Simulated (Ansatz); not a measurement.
`[OH][GeH2][CH2][SiH](O)F` + `O[SiH](O)[GeH3]` → `[OH][GeH2][GeH3]` + `O[SiH](O)C[SiH](O)F`  (redistribution)

Calculated with Ansatz (gas phase, PBE0-D4/def2-TZVP geometries, no zero-point term in ΔE). CCSD(T)/CBS adds triple-zeta CCSD(T) − MP2 to the extrapolated MP2 energy (def2 sets, frozen cores). Functionals use def2-TZVPP. B3LYP here is the variant with VWN-RPA as its local correlation; programs differ in this. For Ge outer-core shells are correlated without core-valence functions, which leaves a few kJ/mol of doubt a bond. Scalar relativity is left out up to krypton. Each species was taken in one conformer, which may not be the lowest.

| level | ΔE (kJ/mol) | difference from CCSD(T)/CBS |
| --- | --- | --- |
| PBE-D4 | -41.3 | -2.0 |
| r2SCAN-D4 | -45.3 | -6.0 |
| PBE0-D4 | -43.3 | -4.0 |
| B3LYP-D4 | -44.4 | -5.1 |
| ωB97X-V | -43.3 | -4.0 |
| ωB97M-V | -46.9 | -7.6 |
| B2PLYP | -42.6 | -3.3 |
| PBE | -40.3 | -1.0 |
| r2SCAN | -44.9 | -5.6 |
| HF/def2-TZVPP | -45.2 | -5.9 |
| SCS-MP2/def2-TZVPP | -40.5 | -1.2 |
| CCSD/def2-TZVPP | -41.4 | -2.1 |
| HF/def2-QZVPP | -45.7 | -6.4 |
| MP2/def2-QZVPP | -40.5 | -1.2 |
| MP2/CBS(def2) | -39.7 | -0.4 |
| CCSD/CBS(def2) | -40.1 | -0.8 |
| CCSD(T)/CBS | -39.3 | 0 |

Largest T1 diagnostic among the species: 0.012.

In def2-TZVPP, CCSD(T) changes the Hartree–Fock value by +4.6 kJ/mol (the triples alone add +0.8 kJ/mol) and MP2 by +4.1 kJ/mol.
